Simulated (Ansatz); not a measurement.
System: sum formula H2SiO, charge 1, multiplicity 2. 
Structure (B3LYP-D3(BJ)/def2-TZVP (Ansatz, an electronic-structure program) minimum search):
```
Si
O 1 1.6062
H 1 1.4716 2 115.14
H 1 1.4716 3 129.73 2 -180.00
```
Charge +1, spin multiplicity 2.

Basis-set convergence of Hartree-Fock and CCSD(T) correlation energies (hartree) with Ansatz. Cores are frozen in the correlated levels unless marked. UHF or UKS for open shells. Spin-orbit coupling is left out. No relativistic terms.

| basis | functions | E(HF) | E(corr, CCSD(T)) |
|---|---|---|---|
| def2-SVPD | 63 | -364.46846 | -0.26422 |
| def2-TZVPPD | 122 | -364.66890 | -0.31984 |
| def2-QZVPPD | 208 | -364.68113 | -0.34071 |

Extrapolating the two largest sets (X = 3 and 4) as X^-3: E(corr) = (64·(-0.34071) - 27·(-0.31984))/37 = -0.3559 Eh, an estimate of the basis-set limit. The largest set recovers 95.7 % of it, the smallest 74.2 %.
